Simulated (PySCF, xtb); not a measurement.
Si(Me)2(Cl)2 (C2H6Cl2Si), SMILES C[Si](C)(Cl)Cl.

Harmonic wavenumbers (cm⁻¹) from xtb with GFN2-xTB at its own minimum, in rising order: 96, 107, 128, 135, 180, 186, 194, 420, 487, 702, 756, 812, 832, 854, 854, 1376, 1379, 1469, 1469, 1473, 1473, 3035, 3037, 3045, 3048, 3048, 3050.

Task: What does r2SCAN-D4/def2-SVP run with PySCF give at its own minimum? (Estimate from the structure and the level; the computed values follow.)

Result: 160, 161, 166, 173, 215, 220, 234, 470, 554, 691, 695, 748, 805, 832, 855, 1259, 1263, 1416, 1417, 1424, 1430, 3038, 3039, 3146, 3147, 3157, 3157. Paired by order, the mean absolute difference is 54 cm⁻¹ and the zero-point energies are 48.1 and 48.4 kcal/mol.
